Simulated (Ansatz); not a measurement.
**GeH3O (SMILES [O][GeH3]): the energy to break a bond**

GeH3O has 5 atoms, charge 0, and is taken as a doublet. As SMILES, `[O][GeH3]`. Geometry: optimised at PBE0/def2-SVP.

| atom | x (Å) | y (Å) | z (Å) |
| --- | --- | --- | --- |
| O | -1.4464 | 0.4237 | 0.7815 |
| Ge | 0.0671 | -0.0591 | -0.0569 |
| H | -0.1582 | -0.0903 | -1.5783 |
| H | 0.5532 | -1.4196 | 0.4715 |
| H | 1.0341 | 1.0716 | 0.3408 |

Wanted: the dissociation energy of the H4–Ge2 bond into doublet H and singlet GeH2O (shapes relaxed at PBE0/def2-SVP, no zero-point term). 1 Eh = 2625.50 kJ/mol = 27.2114 eV. Totals in Eh; open shells run unrestricted unless said.

```tsv
level	program	GeH3O	doublet H	singlet GeH2O
UHF/def2-TZVPP	Ansatz	-2151.967161	-0.499810	-2151.367089
UBLYP/def2-TZVPP	Ansatz	-2154.027466	-0.497552	-2153.470069
UB3LYP/def2-TZVPP	Ansatz	-2154.036537	-0.502154	-2153.464265
```

Task: Work out the dissociation energy at each level.

Result: 
1. UHF/def2-TZVPP: (-0.499810) + (-2151.367089) − (-2151.967161) = 0.100262 Eh = 263.2 kJ/mol = 2.73 eV.
2. UBLYP/def2-TZVPP: (-0.497552) + (-2153.470069) − (-2154.027466) = 0.059845 Eh = 157.1 kJ/mol = 1.63 eV.
3. UB3LYP/def2-TZVPP: (-0.502154) + (-2153.464265) − (-2154.036537) = 0.070118 Eh = 184.1 kJ/mol = 1.91 eV.

The levels span 157 to 263 kJ/mol; no measured value is set beside them. A fragment with an even electron count was run as a singlet and may have a lower triplet. A bond enthalpy at 298 K also holds the loss of zero-point energy and thermal terms.
